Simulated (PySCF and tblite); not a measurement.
The numbers below are computed, except where a source is named.
Rotation: stationary points, barriers and rates

System: C₆H₈F₂, numbered as in [CH2:1]=[C:2](/[CH:3]=[CH:4]/[CH2:5][F:6])[CH2:7][F:8].

Motion: rotation about the C2–C3 bond (torsion C1–C2–C3–C4 from -180° to -10°, rising). Geometries: GFN2-xTB; energies: PBE0/pcSseg-1 + D3(BJ); zero-point and thermal terms from GFN2-xTB harmonic modes (soft modes blended into free rotors). Rates follow Eyring's equation with the number of equivalent paths and no tunnelling. (PySCF 2.14 with density fitting, tblite 0.8.)

```json
{"point": "start", "symmetry": "Cs", "E(GFN2) kcal/mol": "0.0", "E(DFT) kcal/mol": "0.0", "ZPE change kcal/mol": "0.00", "lowest mode cm⁻¹": "46", "dipole D": "2.04"}
{"point": "saddle", "symmetry": "C1", "E(GFN2) kcal/mol": "4.0", "E(DFT) kcal/mol": "4.9", "ZPE change kcal/mol": "-0.43", "lowest mode cm⁻¹": "84i", "dipole D": "2.08"}
{"point": "end", "symmetry": "C1", "E(GFN2) kcal/mol": "0.7", "E(DFT) kcal/mol": "2.7", "ZPE change kcal/mol": "-0.18", "lowest mode cm⁻¹": "21", "dipole D": "2.10"}
```

```
Electronic barrier                                      : 4.9 kcal/mol
Barrier with zero-point energy                          : 4.4 kcal/mol
ΔH‡ (298 K)                                             : 4.1 kcal/mol
ΔS‡ (298 K, symmetry apart)                             : -2.3 cal/(mol K)
Paths                                                   : 2 equivalent paths
End point                                               : a different minimum
Mean lifetime of the start against this motion at 298 K : 260 ps
Cost                                                    : 4.2 min on 1 thread of Intel Xeon @ 2.50GHz (shared host) (rough), peak memory 0.8 GiB, launched as `OMP_NUM_THREADS=1 python ens_run.py task.json out`
```

| T/K | ΔG‡ kcal/mol | k s⁻¹ | ΔG kcal/mol | k back s⁻¹ |
| --- | --- | --- | --- | --- |
| 150 | 4.5 | 1.6×10⁶ | 2.4 | 2.5×10⁹ |
| 200 | 4.6 | 8×10⁷ | 2.4 | 1.5×10¹⁰ |
| 250 | 4.7 | 8.3×10⁸ | 2.3 | 4.3×10¹⁰ |
| 298 | 4.8 | 3.8×10⁹ | 2.3 | 8.7×10¹⁰ |
| 350 | 4.9 | 1.2×10¹⁰ | 2.2 | 1.5×10¹¹ |
| 400 | 5.0 | 2.9×10¹⁰ | 2.2 | 2.3×10¹¹ |
| 500 | 5.3 | 9.5×10¹⁰ | 2.1 | 4×10¹¹ |

ΔG and ΔG‡ leave out symmetry numbers and mirror images; rates count paths: 2 out, 1 back.
